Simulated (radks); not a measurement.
Problem. Coulomb parameter of the 4f shell of the praseodymium ion Pr3+ in the model configuration [Xe] 4f1 6p1, as a second difference U = [E(n + 0.5) + E(n - 0.5) - 2 E(n)] / (0.5)^2 with all orbitals relaxed. "Bare": the charge of the atom changes with n. "Screened": the 6p shell takes up the change at fixed total charge, which measures U(4f,4f) + U(6p,6p) - 2 U(4f,6p). Calculated with a radial shooting solver on a logarithmic mesh with Libxc functionals: Dirac Kohn-Sham, PBE, spin-unpolarised, spherical densities, point nucleus; open shells are shared between the two j in proportion to 2j + 1. Estimate both.

Solution. U(bare) = 18.969 eV, U(screened by 6p) = 9.104 eV.
